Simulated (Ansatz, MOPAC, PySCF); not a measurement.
Two conformers of C2H6OSi (SMILES C=C[SiH2]O), B3LYP-D3(BJ)/def2-TZVP minima.
Conformer 1 (charge 0, multiplicity 1):
```xyz
10

C      1.6348     0.0646     0.6128
C      0.7413     0.3075    -0.3459
Si    -0.9371    -0.4921    -0.3817
O     -2.1633     0.6190    -0.3331
H      1.4213    -0.6184     1.4291
H      2.6164     0.5273     0.6271
H      1.0160     1.0022    -1.1373
H     -1.1604    -1.2254    -1.6449
H     -0.9950    -1.4238     0.7737
H     -2.1739     1.2392     0.4002
```
Conformer 2 (charge 0, multiplicity 1):
```xyz
10

C      1.61584     0.47635     0.23459
C      0.84967    -0.09788    -0.69056
Si    -0.97291    -0.36062    -0.49059
O     -1.37332     0.24776     0.99471
H      2.68213     0.61912     0.09359
H      1.20201     0.82709     1.17307
H      1.31687    -0.43170    -1.61509
H     -1.72423     0.32972    -1.57148
H     -1.30867    -1.80560    -0.58417
H     -2.28737     0.19575     1.28130
```

No zero-point or thermal terms.

Rows in 3-21G, 6-311+G**, 6-31G*, LANL2DZ carry no dispersion term and start afresh at each structure (6-31G* with six Cartesian d functions). MP2/6-31G* freezes PySCF's default core. LANL2DZ brings its own core potentials from Na on. The state reached by PM6, PM7 isn't checked; PM7 holds dispersion and hydrogen-bond terms.

Programs: Ansatz (Gaussian orbitals); MOPAC for PM6, PM7 (differences of heats of formation); PySCF for 3-21G rows, 6-311+G** rows, 6-31G* rows, LANL2DZ rows, the dispersion terms. 

Other levels give for the electronic energy of conformer 2 less that of conformer 1: PBE/def2-TZVPP 0.50; B3LYP/def2-TZVPP 0.46; B3LYP-D3(BJ)/def2-TZVPP 0.41; wB97M-V/def2-TZVPP 0.40 kcal/mol.

Common cheap choices:

| level | electronic energy of conformer 2 less that of conformer 1 (kcal/mol) |
|---|---|
| PM6 | 0.89 |
| PM7 | 0.27 |
| HF/3-21G | 0.87 |
| BP86/6-31G* | 1.25 |
| B3LYP/6-31G* | 1.05 |
| B3LYP/6-311+G** | 0.51 |
| B3LYP/LANL2DZ | 0.57 |
| MP2/6-31G* | 0.98 |

Ansatz is a quantum-chemistry and plane-wave program.
